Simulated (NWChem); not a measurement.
System: CH$_{4}$AlFOS; SMILES [O](C)[Al]([SH])[F]

```xyz
9

Al    -0.2910    -0.0736     0.0003
F     -1.9516    -0.0018    -0.0001
O      0.6582     1.3037     0.0009
C      0.6558     2.6917    -0.0007
H      1.1781     3.0785    -0.8930
H     -0.3639     3.1170     0.0035
H      1.1862     3.0803     0.8861
S      0.6666    -2.0137    -0.0001
H     -0.5191    -2.6643    -0.0008
```
Atoms are numbered in this order, from 1.

All runs: NWChem. Pople sets run with spherical d functions. Structure relaxed at the PBE0/def2-SVP level.

Question: Taking PBE/6-311++G** as the yardstick, which of these has the fewest basis functions while keeping “dipole (D)” within 0.1 D of it: PBE/6-31G*; PBE/STO-3G; PBE/6-31+G*; PBE/3-21G; PBE/6-311G**?

Answer: PBE/6-31+G* (a larger set in the list lies outside the tolerance).
```csv
level,basis functions,dipole (D),relative time (rough)
PBE/STO-3G,37,1.30,1
PBE/3-21G,61,1.95,1
PBE/6-31G*,86,1.20,4
PBE/6-31+G*,106,1.07,6
PBE/6-311G**,130,1.20,5
PBE/6-311++G**,154,1.01,10
```

The yardstick is one finite set, not the basis-set limit.
